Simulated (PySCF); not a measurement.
Removal energies of K⁻ from EOM-IP-GCCSD

Reference: closed-shell K⁻, [Ar] 4s2; one electron is removed. Calculated with PySCF 2.14, two-component X2C-1e with screened spin-orbit coupling, x2c-TZVPPall-2c with one added diffuse shell each of s, p, d type (7s7p4d, 48 functions); frozen [He] 2s2; all 76 virtual spinors kept. No Breit or QED terms. Binding energies in eV.

| level | Koopmans | second order | EOM-CCSD | experiment |
| --- | --- | --- | --- | --- |
| 3p1/2 | 22.789 | 19.666 | 20.410 | n/a |
| 3p3/2 | 22.486 | 19.397 | 20.141 | n/a |
| 4s1/2 | 0.253 | 0.524 | 0.534 | 0.501 |

In EOM-CCSD the overlap with the one-orbital guess is low for 3p1/2 (weight 0.77), 3p3/2 (weight 0.76). That can mean mixing with two-hole, one-particle states, where second order and EOM-CCSD lose accuracy, or only a rotation among the degenerate components of the shell; the terms of those configurations are not listed.

Only part of the computed levels is shown.

The screened spin-orbit operator tends to give fine-structure splittings of light species too large.
